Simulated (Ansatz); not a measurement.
`[SiH3][SiH]1[CH2][AlH]1` + `OC(F)F` → `FC(F)O[SiH3]` + `[CH2]1[AlH][SiH2]1` at 600 K and 1 bar (cleavage of the Si–Si bond).

Isolated molecules relaxed with PBE0-D4/def2-TZVP in Ansatz; ΔE leaves out vibrations. CBS: MP2 limit from def2 TZ/QZ plus the TZ coupled-cluster correction, frozen cores. One conformer a species, not always the lowest.

```csv
species,CCSD(T)/CBS energy (Eh),H − E (kJ/mol),S (J/(mol·K))
`[SiH3][SiH]1[CH2][AlH]1`,-862.37337,241.3,470.8
`OC(F)F`,-314.01610,133.8,325.1
`FC(F)O[SiH3]`,-604.32648,193.1,414.4
`[CH2]1[AlH][SiH2]1`,-572.08710,174.4,377.1
```

H − E and S are ideal-gas, rigid-rotor, harmonic terms from PBE0-D4/def2-TZVP, for one conformer and one mirror image of each species. 1 Eh = 2625.50 kJ/mol, R = 8.31446 J/(mol·K).

By hand: ΔE, ΔH, ΔS and ΔG.

ΔE = (-604.32648) + (-572.08710) − (-862.37337) − (-314.01610) = -0.02411 Eh = -63.3 kJ/mol. Δ(H − E) = 193.1 + 174.4 − 241.3 − 133.8 = -7.6, so ΔH = -70.9 kJ/mol. ΔS = 414.4 + 377.1 − 470.8 − 325.1 = -4.4 J/(mol·K). ΔG = -70.9 − 600 × (-4.4)/1000 = -68.3 kJ/mol.

By hand: the equilibrium constant, and the temperature at which ΔG would vanish if ΔH and ΔS stayed fixed.

log₁₀ K = −ΔG/(RT ln 10) = 5.9. ΔG = 0 at ΔH/ΔS = 16114 K, far beyond where these terms or the molecules hold.

The number of gas molecules stays the same, so ΔS is small and ΔH decides. A doubt of 5 kJ/mol in ΔE shifts log₁₀ K by 0.4 here. Other conformers and mirror images would add mixing entropy, several J/(mol·K) or more a flexible species. Modes under 60 cm⁻¹, often nearly free rotors, make the harmonic entropy too high. These are equilibria of isolated gas molecules and say nothing of rates. Largest T1 diagnostic: 0.014 (customary marks: 0.02 for closed shells, 0.045 for open ones).
